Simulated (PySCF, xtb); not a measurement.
hydrogen telluride (H₂Te), SMILES [TeH2].

GFN2-xTB run with xtb at its own geometry gives an orbital gap of 4.49 eV and a dipole moment of 0.37 D.

Geometry optimised at PBE-D3(BJ)/def2-TZVPD. The def2 effective core potentials stand for the cores of Te; spin–orbit coupling is left out.

Q: What does ωB97X/def2-TZVPD (PySCF) give? (An estimate is asked for; the answer gives what the named calculation found.)

A: gap 9.89 eV (levels -8.76 and 1.12 eV), dipole 0.12 D.
